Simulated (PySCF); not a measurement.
**Neon: a sound run and one with changed settings**

Sound run: Ne⁺ [He] 2s2 2p5, Ne²⁺ [He] 2s2 2p4. Calculation: PySCF 2.14, in def2-TZVP (5s3p2d1f, 31 functions); the non-relativistic Hamiltonian (point nucleus). In the sound run the correlated levels freeze 1s2. The sound run starts from symmetry-adapted Hartree-Fock orbitals and uses a fine grid where one is needed.

Changed run: all electrons correlated in a basis built for the valence shell.

```json
{"species": "Ne⁺", "method": "MP2", "sound run (hartree)": "-128.01175", "changed run (hartree)": "-128.03063", "converged": "yes"}
{"species": "Ne⁺", "method": "CCSD(T)", "sound run (hartree)": "-128.02629", "changed run (hartree)": "-128.04548", "converged": "yes"}
{"species": "Ne²⁺", "method": "MP2", "sound run (hartree)": "-126.51509", "changed run (hartree)": "-126.53356", "converged": "yes"}
{"species": "Ne²⁺", "method": "CCSD(T)", "sound run (hartree)": "-126.53117", "changed run (hartree)": "-126.55000", "converged": "yes"}
```

Ionisation energy of Ne⁺:

```csv
method,sound run (eV),changed run (eV)
UHF,39.285,39.285
MP2,40.726,40.737
SCS-MP2,40.713,40.718
CCSD,40.661,40.671
CCSD(T),40.684,40.694
```

A valence basis has no tight correlating functions, so it recovers only part of the core correlation, and not evenly between atom and ion.

For comparison, NIST gives 40.963 eV between the lowest levels.
